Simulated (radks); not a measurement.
Spherical quantum dot in the effective-mass picture: electrons in a hard-walled sphere of radius 2.41, all in effective atomic units (hartree* = m*/eps^2 hartree, bohr* = eps/m* bohr), one dielectric constant everywhere. Method: non-relativistic Kohn-Sham, LDA (Slater exchange, Perdew-Wang correlation), spin-polarised, spherical densities; computed with a radial shooting solver with Libxc functionals. Levels are named by radial order and angular momentum (1s, 1p, 1d, 2s, ...), and open shells are averaged over m. Results are scaled to m* = 0.164 and eps = 8.8, for which hartree* = 57.63 meV and bohr* = 2.839 nm. At N = 25 the configuration is 1s2 1p6 1d10 1f(up 7, down 0). Does electron 26 go into 1f down or 2s up or 2s down?

Answer. Into 1f down. The total energies of the other choices lie higher by 15.2 meV (2s up), 18.1 meV (2s down).
